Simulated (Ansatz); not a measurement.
Input file for Ansatz (a first-principles code): U-CCSD(T)/cc-pVDZ on iminoborane (SMILES B=N), a point of a bond scan (R = 2.684 Å).

Ansatz 0.2 input:
```yaml
crystal:
  periodic: [false, false, false]
  atoms:
    - {symbol: B, position_ang: [-0.00000000, -0.00000000, -0.69205561]}
    - {symbol: N, position_ang: [0.00000000, 0.00000000, 0.54091709]}
    - {symbol: H, position_ang: [0.00000000, 0.00000000, -3.37582126]}
    - {symbol: H, position_ang: [0.00000000, 0.00000000, 1.53276862]}
basis:
  gaussian:
    orbitals: cc-pVDZ
correlation: {method: ccsd_t, electrons: outside_noble_gas}
scf: {omitted_lower_state_checks: [cluster_reference]}
magnetization: {spin_polarized: true, initial_magnetization: 0}
```

The log:

```
Functional definition: HF
[...]
these checks for a lower state are left out or cut short: cluster_reference
integrals: 0.01 GiB planned
355 factors; integrals over basis functions are off by at most 1.2e-3 eV
mean field: 0.06 GiB planned
mean field evaluation 1: about -2174.0991 eV, gradient 2.7e1 eV
mean field evaluation 2: about -2174.0994 eV, gradient 2.7e1 eV
mean field evaluation 4: about -2178.8537 eV, gradient 2.6e0 eV
mean field evaluation 8: about -2178.9330 eV, gradient 4.0e-4 eV
mean field evaluation 16: about -2181.2360 eV, gradient 3.6e-3 eV
mean field evaluation 32: about -2181.2355 eV, gradient 1.9e-2 eV
mean field evaluation 64: about -2178.7520 eV, gradient 1.8e0 eV
mean field -2181.23548831 eV, -80.1589257007 hartree, gradient 4.6e-6 eV, S^2 1.014462; 8 other end points of the search recorded, 0 dependent functions left out
2 core orbitals not correlated
reference -2181.23548831 eV, -80.1589257007 hartree; 5, 5 occupied and 31, 31 virtual orbitals, 355 factors
second order -5.97626394 eV of doubles, -0.00000000 eV of singles
coupled cluster: 0.08 GiB planned
cycle   1  -6.05703572 eV  change   -8.1e-2 eV  update   7.6e-2
cycle   2  -6.27698873 eV  change   -2.2e-1 eV  update   3.3e-2
cycle   3  -6.38164486 eV  change   -1.0e-1 eV  update   2.3e-2
cycle   4  -6.39494157 eV  change   -1.3e-2 eV  update   1.3e-2
cycle   5  -6.40810107 eV  change   -1.3e-2 eV  update   9.4e-3
cycle   6  -6.41692292 eV  change   -8.8e-3 eV  update   8.1e-3
cycle   7  -6.43355564 eV  change   -1.7e-2 eV  update   7.4e-3
cycle   8  -6.46802407 eV  change   -3.4e-2 eV  update   6.1e-3
cycle   9  -6.48701676 eV  change   -1.9e-2 eV  update   3.4e-3
cycle  10  -6.49138420 eV  change   -4.4e-3 eV  update   1.4e-3
cycle  11  -6.49253434 eV  change   -1.2e-3 eV  update   5.9e-4
cycle  12  -6.49256620 eV  change   -3.2e-5 eV  update   2.1e-4
cycle  13  -6.49238171 eV  change    1.8e-4 eV  update   6.5e-5
cycle  14  -6.49232820 eV  change    5.4e-5 eV  update   2.1e-5
cycle  15  -6.49232929 eV  change   -1.1e-6 eV  update   7.5e-6
coupled cluster: 0.08 GiB planned
perturbative correction -0.28740865 eV, -0.0105620731 hartree
WARN: the results are in doubt because among natural orbitals full CI differs from the method by -0.102 eV
Total energy: -2188.01522625 eV, -80.4080764747 hartree
In doubt: among natural orbitals full CI differs from the method by -0.102 eV
Checks for a lower state left out: cluster_reference
```

Self-consistency was reached. Its determinant has ⟨S²⟩ = 1.01, a mixture of spin states.

Warnings raised: large difference.

Cost: roughly 1.1 core-seconds.
